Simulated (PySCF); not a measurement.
# Two-component Hartree-Fock for Cl (chlorine, neutral)

Start: [Ne] 3s2 3p5; 3p1/2 filled at m_j = -1/2, +1/2; 3p3/2 filled at m_j = -1/2, +1/2, +3/2. Calculated with PySCF 2.14 in an even-tempered Gaussian basis (20 s from 0.0085 bohr⁻², ratio 2.8; 14 p from 0.011 bohr⁻², ratio 2.8; 5 d from 0.74 bohr⁻², ratio 3): generalised Hartree-Fock with the X2C-1e Hamiltonian and a Gaussian nucleus; one run each with spin-orbit coupling (SO) switched off, then screened by Boettger's factors, then bare.

```json
{"spinor shell": "1s1/2", "electrons": "2", "ε, spin-free (eV)": "-2864.3", "ε, screened SO (eV)": "-2864.3", "ε, bare SO (eV)": "-2864.3", "weight of nominal j (screened SO)": "1.000", "rms radius, screened SO (bohr)": "0.105"}
{"spinor shell": "2s1/2", "electrons": "2", "ε, spin-free (eV)": "-290.47", "ε, screened SO (eV)": "-290.45", "ε, bare SO (eV)": "-290.45", "weight of nominal j (screened SO)": "1.000", "rms radius, screened SO (bohr)": "0.479"}
{"spinor shell": "2p1/2", "electrons": "2", "ε, spin-free (eV)": "-219.71", "ε, screened SO (eV)": "-221.05", "ε, bare SO (eV)": "-221.21", "weight of nominal j (screened SO)": "0.993", "rms radius, screened SO (bohr)": "0.449"}
{"spinor shell": "3s1/2", "electrons": "2", "ε, spin-free (eV)": "-29.387", "ε, screened SO (eV)": "-29.380", "ε, bare SO (eV)": "-29.379", "weight of nominal j (screened SO)": "1.000", "rms radius, screened SO (bohr)": "1.67"}
{"spinor shell": "3p1/2", "electrons": "2", "ε, spin-free (eV)": "-13.785", "ε, screened SO (eV)": "-13.802", "ε, bare SO (eV)": "-13.807", "weight of nominal j (screened SO)": "0.645", "rms radius, screened SO (bohr)": "2.02"}
{"spinor shell": "3p3/2", "electrons": "3", "ε, spin-free (eV)": "-13.785", "ε, screened SO (eV)": "-13.779", "ε, bare SO (eV)": "-13.776", "weight of nominal j (screened SO)": "0.763", "rms radius, screened SO (bohr)": "2.01"}
```

Question: Where does 2p3/2 lie, and what is the 2p spin-orbit splitting (screened SO)?

Answer: At -219.01 eV, 2.040 eV above 2p1/2.

| quantity | spin-free | screened SO | bare SO |
| --- | --- | --- | --- |
| E (hartree) | -460.88509 | -460.88767 | -460.88819 |
| M_J | 3/2 | 3/2 | 3/2 |
| ⟨J²⟩ | 3.758 | 3.758 | 3.758 |
| ⟨L²⟩ | 2.005 | 2.005 | 2.005 |
| ⟨S²⟩ | 0.753 | 0.753 | 0.753 |

Each row is a mean over spinors that exchange with the open shell spreads, by up to 3.355 eV (3s1/2).

Rows whose weight is well below 1 are mixtures of j = l ± 1/2: exchange outweighs spin-orbit coupling there, and the label is only the starting occupation.

Without spin-orbit coupling the j labels of p, d and f shells carry no meaning; the spin-free column gives the mean over the occupied spinors of each nl shell.
